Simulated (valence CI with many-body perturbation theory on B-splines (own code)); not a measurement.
**Tm18+: E2, M1 decay**

Calculated by relativistic CI+MBPT: five valence electrons over a frozen Dirac-Fock core [Kr] 4d10, a basis of 7 s, 7 p, 7 d, 7 f, 4 g, 2 h functions for each j, with the one-electron correlation potential Σ1 (screened to all orders), the two-electron term Σ2, the three-electron term Σ3, Breit, model QED; selected single and double excitations, second order for the rest, scaled by the run's own slope (own B-spline code, finite nucleus).

No measured levels were compared; by estimate terms of the open shell hold to a few per cent of their energy, and close levels can change places. Among the levels kept, up to 1100 cm⁻¹ of a level comes from second order outside the variational space, and about a tenth of that is noise between levels of different J, which matters for small intervals.

Lines 1 to 50 of 120 in falling wavelength, among levels below 27.693 eV, chosen from the decays that carry over 1 % of a level's rate. Wavelengths and rates use the calculated energies, so an error of 2000 cm⁻¹ moves a line at 3513 nm by 70 % and its rate by three times that or more. Electric multipoles are in the length gauge, E1 and E2 with the static RPA response of the core. S is in atomic units (e²a₀⁴ for E2 and M2, e²a₀⁶ for E3), for M1 in squared Bohr magnetons. Weak lines are less certain than strong ones. Lines between different terms over intervals too small for the method are left out, as are lines whose strength nearly cancels. Where a level lies close to another of its J and parity, the split of strength between their lines is uncertain. Intervals below about 2000 cm⁻¹, as at the head of this list, are uncertain by tens of per cent.

Names give the largest LS component (configuration and term), which can be under half, so a name can repeat, a term be missing and a line seem to break the LS rules; names also repeat where a configuration has a term twice. Letters in brackets count levels of one name in rising energy.

```
λ vac (nm)             Upper             Lower  Type   A (s⁻¹)  S (a.u.)
     10040       4f⁵ ⁶F°_5/2       4f⁵ ⁶F°_3/2    M1  8.11e-02  1.83e+01
      3513      4f⁵ ⁴K°_13/2  4f⁵ ⁴I°_11/2 [b]    M1  6.84e-01  1.54e+01
      2873      4f⁵ ⁴M°_21/2      4f⁵ ⁴M°_19/2    M1  1.10e+00  2.13e+01
      2765       4f⁵ ⁶F°_7/2       4f⁵ ⁶F°_5/2    M1  3.54e+00  2.22e+01
      2545      4f⁵ ⁶H°_15/2      4f⁵ ⁶H°_13/2    M1  2.54e+00  2.49e+01
      2423   4f⁵ ⁴F°_3/2 [a]   4f⁵ ⁴G°_5/2 [a]    M1  1.55e+00  3.27e+00
      2328      4f⁵ ⁶H°_13/2      4f⁵ ⁶H°_11/2    M1  5.99e+00  3.92e+01
      2267       4f⁵ ⁶H°_7/2       4f⁵ ⁶H°_5/2    M1  6.90e+00  2.38e+01
      2225      4f⁵ ⁶H°_11/2       4f⁵ ⁶H°_9/2    M1  8.84e+00  4.33e+01
      2218       4f⁵ ⁶F°_9/2       4f⁵ ⁶F°_7/2    M1  5.42e+00  2.19e+01
      2218  4f⁵ ⁴L°_13/2 [a]  4f⁵ ⁴M°_15/2 [a]    M1  8.55e-01  4.84e+00
      2183       4f⁵ ⁶H°_9/2       4f⁵ ⁶H°_7/2    M1  9.84e+00  3.80e+01
      2105      4f⁵ ⁶F°_11/2       4f⁵ ⁶F°_9/2    M1  3.62e+00  1.50e+01
      1898      4f⁵ ⁴M°_19/2      4f⁵ ⁴M°_17/2    M1  5.77e+00  2.92e+01
      1685  4f⁵ ⁴G°_11/2 [a]   4f⁵ ⁴G°_9/2 [a]    M1  4.64e+00  9.87e+00
      1663       4f⁵ ⁶P°_3/2   4f⁵ ⁴P°_5/2 [a]    M1  5.05e+00  3.44e+00
      1562  4f⁵ ⁴M°_15/2 [b]  4f⁵ ⁴L°_13/2 [a]    M1  6.70e+00  1.52e+01
      1555   4f⁵ ⁴D°_7/2 [a]   4f⁵ ⁴F°_5/2 [a]    M1  2.62e+00  2.93e+00
      1343      4f⁵ ⁴M°_17/2  4f⁵ ⁴M°_15/2 [a]    M1  1.34e+01  2.17e+01
      1257   4f⁵ ⁴G°_9/2 [a]   4f⁵ ⁴G°_7/2 [a]    M1  1.80e+01  1.32e+01
      1220   4f⁵ ⁴G°_7/2 [a]   4f⁵ ⁴G°_5/2 [a]    M1  2.09e+01  1.13e+01
      1208      4f⁵ ⁴L°_15/2      4f⁵ ⁴M°_17/2    M1  3.09e+00  3.23e+00
      1166   4f⁵ ⁴P°_5/2 [a]   4f⁵ ⁴F°_3/2 [a]    M1  1.58e+00  5.59e-01
     971.4  4f⁵ ⁴L°_13/2 [b]  4f⁵ ⁴L°_13/2 [a]    M1  2.13e+01  1.02e+01
     970.2   4f⁵ ⁴D°_7/2 [a]   4f⁵ ⁴P°_5/2 [a]    M1  1.58e+01  4.27e+00
     966.2  4f⁵ ⁴L°_13/2 [b]  4f⁵ ⁴I°_11/2 [a]    M1  1.91e+01  8.93e+00
     916.6  4f⁵ ⁴M°_15/2 [b]  4f⁵ ⁴M°_15/2 [a]    M1  2.68e+01  1.22e+01
     891.3      4f⁵ ⁴L°_15/2  4f⁵ ⁴L°_13/2 [a]    M1  6.64e+00  2.79e+00
     887.4       4f⁵ ⁶F°_7/2       4f⁵ ⁶H°_9/2    M1  5.05e-01  1.05e-01
     886.3       4f⁵ ⁶F°_9/2      4f⁵ ⁶H°_11/2    M1  3.24e-01  8.36e-02
     852.0      4f⁵ ⁶F°_11/2      4f⁵ ⁶H°_13/2    M1  1.43e-01  3.93e-02
     830.9  4f⁵ ⁴I°_11/2 [b]  4f⁵ ⁴I°_11/2 [a]    M1  1.51e+01  3.87e+00
     817.5       4f⁵ ⁶F°_5/2       4f⁵ ⁶H°_7/2    M1  2.97e-01  3.60e-02
     803.1   4f⁵ ⁴F°_5/2 [a]   4f⁵ ⁴F°_3/2 [a]    M1  5.19e+01  5.98e+00
     787.4   4f⁵ ⁴P°_5/2 [a]   4f⁵ ⁴G°_5/2 [a]    M1  2.81e+01  3.06e+00
     785.1  4f⁵ ⁴I°_11/2 [b]   4f⁵ ⁴I°_9/2 [a]    M1  3.88e+01  8.35e+00
     754.9  4f⁵ ⁴G°_11/2 [a]  4f⁵ ⁴L°_13/2 [a]    M1  9.23e-01  1.77e-01
     751.7  4f⁵ ⁴G°_11/2 [a]  4f⁵ ⁴I°_11/2 [a]    M1  5.68e+00  1.07e+00
     721.4   4f⁵ ⁴G°_5/2 [a]       4f⁵ ⁶F°_7/2    M1  8.04e+00  6.71e-01
     714.1  4f⁵ ⁴G°_11/2 [a]   4f⁵ ⁴I°_9/2 [a]    M1  7.60e-01  1.23e-01
     701.6   4f⁵ ²P°_1/2 [a]   4f⁵ ⁴F°_3/2 [a]    M1  3.16e+00  8.09e-02
     685.5       4f⁵ ⁶P°_3/2   4f⁵ ⁴F°_3/2 [a]    M1  3.54e+00  1.69e-01
     675.1   4f⁵ ⁴D°_7/2 [a]   4f⁵ ⁴G°_7/2 [a]    M1  2.45e+01  2.24e+00
     674.5      4f⁵ ⁴K°_13/2  4f⁵ ⁴L°_13/2 [a]    M1  1.46e+00  2.33e-01
     672.0      4f⁵ ⁴K°_13/2  4f⁵ ⁴I°_11/2 [a]    M1  4.28e+00  6.73e-01
     648.7       4f⁵ ⁶F°_1/2       4f⁵ ⁶H°_5/2    E2  1.74e-03  3.56e-02
     639.1       4f⁵ ⁶F°_3/2       4f⁵ ⁶H°_5/2    M1  1.67e+00  6.48e-02
     635.8      4f⁵ ⁴L°_15/2  4f⁵ ⁴M°_15/2 [a]    M1  6.31e+00  9.61e-01
     633.8       4f⁵ ⁶F°_9/2       4f⁵ ⁶H°_9/2    M1  7.17e-01  6.77e-02
     630.9       4f⁵ ⁶F°_7/2       4f⁵ ⁶H°_7/2    M1  2.53e+00  1.88e-01
```
